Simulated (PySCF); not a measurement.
ClFZn. Atoms are numbered in the order given.

```xyz
3

Zn     0.0000     0.0000    -0.3480
F      0.0000     0.0000    -2.0819
Cl     0.0000     0.0000     1.7163
```
Charge 0, spin multiplicity 1.

Geometry: r2SCAN-D4/def2-TZVP.

All values below come from TDA-B3LYP/def2-SVPD (PySCF 2.14.0).

Vertical excitations; the highest root listed may be one member of a degenerate set. Gas-phase values at a fixed geometry. State labels are in the subgroup C2v.

Computed excitation energies, oscillator strengths and character:
| state | symmetry | energy (eV) | λ (nm) | f | main pairs |
|---|---|---|---|---|---|
| S1 | B1 | 5.86 | 212 | 0.016 | HOMO−1→LUMO (degenerate set) |
| S2 | B2 | 5.86 | 212 | 0.016 | HOMO→LUMO (degenerate set) |
| S3 | B1 | 7.02 | 176 | 0.035 | HOMO−3→LUMO (degenerate set) |
| S4 | B2 | 7.02 | 176 | 0.035 | HOMO−2→LUMO (degenerate set) |
| S5 | A2 | 7.52 | 165 | 0.000 | HOMO→LUMO+1 50 %, HOMO−1→LUMO+2 50 % |
| S6 | A1 | 7.53 | 165 | 0.028 | HOMO−4→LUMO 54 %, HOMO→LUMO+2 23 %, HOMO−1→LUMO+1 23 % |
| S7 | A1 | 7.56 | 164 | 0.000 | HOMO−1→LUMO+1, HOMO→LUMO+2 (degenerate set) |
| S8 | A2 | 7.56 | 164 | 0.000 | HOMO−1→LUMO+2, HOMO→LUMO+1 (degenerate set) |
| S9 | A1 | 8.20 | 151 | 0.014 | HOMO−5→LUMO 78 % |
| S10 | A2 | 8.73 | 142 | 0.000 | HOMO−2→LUMO+1 50 %, HOMO−3→LUMO+2 50 % |
| T1 | B2 | 5.52 | 224 | 0 | HOMO→LUMO (degenerate set) |
| T2 | B1 | 5.52 | 224 | 0 | HOMO−1→LUMO (degenerate set) |
| T3 | B2 | 6.62 | 187 | 0 | HOMO−2→LUMO (degenerate set) |
| T4 | B1 | 6.62 | 187 | 0 | HOMO−3→LUMO (degenerate set) |
Triplets are in the Tamm–Dancoff approximation.
